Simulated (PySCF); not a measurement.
C₂H₈Ti, SMILES [CH3][TiH2][CH3], multiplicity 1.

Geometry optimised at B3LYP-D3(BJ)/def2-SVP. The multiplicity is an assumed one; no other spin state was optimised. The structure was generated by enumeration; whether it is a known compound was not checked.

Method: CAM-B3LYP/def2-TZVPD run with PySCF.

Computed frontier levels, gap, dipole moment and polarisability:
highest occupied level: -9.41 eV
lowest empty level: -0.83 eV
orbital gap: 8.58 eV
dipole moment: 1.29 D
quadrupole, principal values (traceless, Buckingham form, about the centre of nuclear charge): -1.67, -0.97, 2.64 D·Å
mean static polarisability: 73.9 bohr³ (10.94 Å³)
polarisability, principal values: 65.3, 71.7, 84.6 bohr³
